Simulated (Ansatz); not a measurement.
SnHMe2Et (C₄H₁₂Sn). Charge 0, multiplicity 1. Geometry r2SCAN-D4/def2-SVP, basis def2-TZVP, Ansatz.

```xyz
17

Sn   -0.064    0.350   -0.712
H    -1.132    1.623   -1.187
C     1.791    1.208   -0.002
H     2.267    1.803   -0.795
H     2.484    0.408    0.302
H     1.608    1.862    0.863
C     0.334   -0.924   -2.413
H    -0.600   -1.367   -2.791
H     1.016   -1.738   -2.122
H     0.802   -0.347   -3.225
C    -0.980   -0.795    0.892
C    -1.272    0.033    2.142
H    -0.298   -1.632    1.123
H    -1.904   -1.248    0.493
H    -1.732   -0.576    2.940
H    -0.354    0.477    2.564
H    -1.965    0.864    1.930
```

```tsv
run	HOMO (eV)	LUMO (eV)
A	-6.07	-0.13
B	-10.03	2.90
C	-6.41	0.40
D	-6.20	-0.12
E	-7.34	0.69
```

In the def2 sets Sn takes a core potential; there is no spin–orbit coupling.

Question: The runs used BLYP, HF, PBE, PBE0, r2SCAN. Estimate which is which.

Answer: A BLYP (0 % exact exchange); B HF (100 % exact exchange); C r2SCAN (0 % exact exchange); D PBE (0 % exact exchange); E PBE0 (25 % exact exchange). Exact exchange lowers occupied and raises empty levels; among semilocal functionals meta-GGAs tend to open the gap a little, and such runs are hard to tell apart. The gap grows from 5.95 eV (BLYP) to 12.94 eV (HF).
